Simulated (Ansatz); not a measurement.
Geometry optimisation, RKS PBE-D4/def2-SVP in Ansatz.

input.yaml

```yaml
crystal:
  periodic: [false, false, false]
  atoms:
    - { symbol: Sn, position_ang: [-0.467755, 1.095307, -0.744032] }
    - { symbol: F, position_ang: [0.556887, -0.298825, -1.680331] }
    - { symbol: H, position_ang: [-0.842169, 2.199852, -2.01715] }
    - { symbol: H, position_ang: [-1.884834, 0.354493, -0.099919] }
    - { symbol: H, position_ang: [0.583893, 1.795368, 0.427357] }
    - { symbol: H, position_ang: [0.860035, -1.443018, 0.147544] }
    - { symbol: "N", position_ang: [0.627692, -1.514777, 1.142253] }
    - { symbol: H, position_ang: [-0.392812, -1.529161, 1.222628] }
    - { symbol: H, position_ang: [0.959064, -0.659239, 1.601648] }
basis:
  gaussian: { orbitals: def2-SVP }
hamiltonian:
  xc: pbe
  dispersion: d4
relax:
  f_tol: 0.03
  max_steps: 50
```

Command:

```bash
$ ansatz run input.yaml --threads 2 --pin off --max-ram 3072MiB --backend cpu --events-out ev --progress --plain --runs-dir out
```

**Question.** Where does it end, and by what steps?

**Answer.** The run converged. After 4 steps the energy has fallen by 0.010 eV; H9 moved furthest, 0.09 Å.

| step | energy less start (eV) | largest force component (eV/Å) | accepted |
| --- | --- | --- | --- |
| 0 | 0.0000 | 0.262 | yes |
| 1 | -0.0062 | 0.106 | yes |
| 2 | -0.0062 | 0.194 | yes |
| 3 | -0.0093 | 0.120 | yes |
| 4 | -0.0097 | 0.014 | yes |

```xyz
9
Properties=species:S:1:pos:R:3
Sn -0.486 1.119 -0.742
F 0.563 -0.321 -1.602
H -0.805 2.178 -2.068
H -1.919 0.393 -0.120
H 0.535 1.839 0.445
H 0.805 -1.395 0.102
N 0.649 -1.540 1.111
H -0.366 -1.553 1.268
H 1.023 -0.720 1.604
```

The run took 7.9 s on 2 threads of Arm Neoverse V1, with other jobs on the host, peak memory 0.14 GiB.
